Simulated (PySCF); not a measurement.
# Cost of excited-state runs on SMILES C=C/C=C/C(C)=O, C$_{6}$H$_{8}$O

Atoms are numbered as in `[CH2:1]=[CH:2]/[CH:3]=[CH:4]/[C:5]([CH3:6])=[O:7]`; H(Xn) means a hydrogen on atom n. Ha(C1) is cis to C3; Hb(C1) is trans to C3.

PySCF with density fitting, on 1 thread of an Arm Neoverse V1, shared host. Command: `OMP_NUM_THREADS=1 python excited_run.py task.json out`

Question: How long does each of these runs take, and how much memory?
- first hyperpolarisability, CAM-B3LYP/aug-cc-pVDZ; writes grids
- excited states, CAM-B3LYP/def2-TZVP; Tamm-Dancoff; spin-orbit couplings; 6 states; 5 triplets; quadratic response for 4 states; writes grids
- excited states, CAM-B3LYP/aug-cc-pVDZ; two-photon moments; 8 states; quadratic response for 6 states; 0 triplets

Answer: 
```tsv
run	level	basis functions	wall time	peak memory (GiB)
first hyperpolarisability	CAM-B3LYP/aug-cc-pVDZ	233	45 s	0.89
excited states	CAM-B3LYP/def2-TZVP	265	57 s	1.1
excited states	CAM-B3LYP/aug-cc-pVDZ	233	53 s	0.93
```
Times from a shared host are rough.
